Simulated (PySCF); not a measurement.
From one molecule to another.

First species: F3H4PSi2.
SMILES: `F[Si](F)(F)[SiH2]P`

Second species: C₃H₇ClOSi.
SMILES: `C/C=C(\Cl)O[SiH3]`

Levels: wB97X-D/def2-SVPD for dipole moment, HOMO energy, LUMO energy, HOMO–LUMO gap, static isotropic polarisability and electronic spatial extent ⟨r²⟩ about the centre of nuclear charge; TDDFT wB97X-D/def2-SVPD for lowest singlet excitation; TDA wB97X-D/def2-SVPD for lowest triplet excitation (Tamm–Dancoff); GFN2-xTB for rotational constant A and rotational constant C. Geometries: GFN2-xTB. All species are isolated and taken at one optimised geometry, non-relativistic unless stated. Electronic properties by PySCF.

Dipoles, sizes and rotational constants follow the conformer. The torsions of the flexible species, by atom-mapped SMILES:
- `[F:1][Si:2]([F:3])([F:4])[SiH2:5][PH2:6]`: F1–Si2–Si5–P6 59°, H–P6–Si5–Si2 -46°, H–P6–Si5–Si2 47°
- `[CH3:1]/[CH:2]=[C:3](\[Cl:4])[O:5][SiH3:6]`: C2–C3–O5–Si6 180°

**Question.** Which of the two has the higher static isotropic polarisability, and by how much?

**Answer.** The second: 81.1 au against 78.4 au, a difference of 2.7 au.

**Question.** Which of the two has the higher dipole moment, and by how much?

**Answer.** The first: 2.76 D against 0.41 D, a difference of 2.35 D.

**Question.** Which of the two has the higher LUMO energy, and by how much?

**Answer.** The second: 1.85 eV against 0.57 eV, a difference of 1.28 eV.

**Question.** Which has the higher HOMO–LUMO gap?

**Answer.** The first: 10.51 eV against 10.27 eV, a difference of 0.24 eV.

**Question.** Which of the two has the higher T1 energy, and by how much?

**Answer.** The first: 5.35 eV against 4.24 eV, a difference of 1.11 eV.

**Question.** Which of the two has the higher rotational constant C, and by how much?

**Answer.** The second: 1.093 GHz against 0.877 GHz, a difference of 0.216 GHz.

**Question.** Which of the two has the higher S1 energy, and by how much?

**Answer.** The first: 6.44 eV against 5.96 eV, a difference of 0.48 eV.

**Question.** Which has the higher rotational constant A?

**Answer.** The second: 4.440 GHz against 3.202 GHz, a difference of 1.238 GHz.

On the first: The 8 singlets span 6.44 to 8.31 eV, and their oscillator strengths add up to 0.62. In atomic units the dipole is 1.09 e·bohr (1 au = 2.5417 D).

On the second: The dipole matches unit charges of opposite sign 0.09 Å apart (1 e·Å = 4.8032 D). S1 lies 4.31 eV below the HOMO–LUMO gap; its leading configuration is HOMO→LUMO+1, weight 0.41.
